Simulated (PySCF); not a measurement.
H3MgNO. Atoms are numbered in the order given.

```xyz
6

Mg     0.0444    -0.0148     0.0000
O      1.8243     0.0675     0.0000
H      2.6749    -0.3619     0.0000
N     -1.8444    -0.0021     0.0000
H     -2.4459     0.0074    -0.8134
H     -2.4459     0.0074     0.8134
```

The structure is a stationary point at TPSSh-D3(BJ)/def2-TZVP. One conformer was computed; it need not be the lowest.

Level of theory: TDDFT-PBE0/def2-SVPD (PySCF).

Vertical excitations. Gas-phase values at a fixed geometry. State labels are in the subgroup Cs.

```tsv
state	symmetry	energy (eV)	λ (nm)	f	main pairs
S1	A'	4.11	302	0.051	HOMO→LUMO 99 %
S2	A"	5.39	230	0.000	HOMO→LUMO+1 97 %
S3	A"	5.60	221	0.050	HOMO−1→LUMO 98 %
S4	A'	5.75	216	0.003	HOMO→LUMO+2 75 %, HOMO−2→LUMO 13 %
S5	A'	5.76	215	0.079	HOMO−2→LUMO 82 %
S6	A'	6.03	205	0.028	HOMO→LUMO+3 82 %, HOMO→LUMO+2 13 %
S7	A"	7.05	176	0.002	HOMO−2→LUMO+1 96 %
S8	A'	7.09	175	0.006	HOMO−1→LUMO+1 75 %, HOMO−2→LUMO+3 13 %
S9	A"	7.10	175	0.000	HOMO→LUMO+4 93 %
S10	A"	7.19	173	0.003	HOMO−1→LUMO+2 76 %, HOMO−1→LUMO+3 19 %
T1	A'	3.78	328	0	HOMO→LUMO 96 %
T2	A"	5.31	233	0	HOMO−1→LUMO 95 %
T3	A'	5.34	232	0	HOMO→LUMO+3 45 %, HOMO→LUMO+2 45 %
T4	A"	5.35	232	0	HOMO→LUMO+1 96 %
```
Triplets are in the Tamm–Dancoff approximation, which puts them higher than full response would, so one can lie above its singlet here.
